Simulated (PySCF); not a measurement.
# NiCl2: what the settings change

NiCl2 holds Ni(II), d8, at total charge 0. The structure is a PBE0-D3(BJ)/def2-TZVP geometry optimised for multiplicity 3; coordination linear, point group D∞h, metal–donor distances 2.06 Å.

```
3

Ni    0.000    0.000    0.000
Cl    0.000    0.000    2.059
Cl    0.000    0.000   -2.059
```

Method (PySCF 2.14, density fitting): CASSCF(8,5) with orbitals averaged over all microstates of the shell, strongly contracted NEVPT2 on the averaged canonical orbitals; basis x2c-TZVPall on the metal, x2c-SVPall elsewhere; spin-free X2C; gas phase; spin-orbit coupling by state interaction with the mean-field operator over all roots.

Base run: NEVPT2 ground state 3Σg-, next 3Πg at 953, then 3Δg at 3263 cm⁻¹, B(CASSCF) 1234, ζ 637 cm⁻¹, μeff(300 K) 4.76 μB.

**Question.** What happens with the basis x2c-TZVPall on all atoms?

**Answer.** NEVPT2 ground state 3Σg-, next 3Πg at 873, then 3Δg at 3113 cm⁻¹, B(CASSCF) 1234, ζ 637 cm⁻¹, μeff(300 K) 4.81 μB. It took 3.8 s against 3.3 s on a shared host of the same kind.

**Question.** What happens with orbitals averaged over the highest spin alone?

**Answer.** NEVPT2 ground state 3Σg-, next 3Πg at 872, then 3Δg at 3007 cm⁻¹, B(CASSCF) 1241, ζ 639 cm⁻¹, μeff(300 K) 4.83 μB.
